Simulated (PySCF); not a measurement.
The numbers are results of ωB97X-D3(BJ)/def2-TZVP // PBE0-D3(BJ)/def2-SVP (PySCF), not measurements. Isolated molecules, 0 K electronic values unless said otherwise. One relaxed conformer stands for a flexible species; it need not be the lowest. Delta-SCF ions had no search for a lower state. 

Reference species (SMILES): `Bc1c(O)cc2cccccc1-2` (neutral, multiplicity 1).

| Property | Value |
|---|---|
| vertical electron affinity (Delta-SCF) | 0.75 eV |
| HOMO–LUMO gap | 7.80 eV |
| HOMO | -8.17 eV |

Changed species: `c1c(c(cc2-c(c1)ccc2)O)B`.

### Question
Give the shifts of the vertical electron affinity (Delta-SCF), HOMO–LUMO gap and HOMO.

### Answer
the vertical electron affinity (Delta-SCF) rises by 0.71 eV, to 1.46 eV; the HOMO–LUMO gap falls by 1.45 eV, to 6.35 eV; the HOMO rises by 0.67 eV, to -7.50 eV.
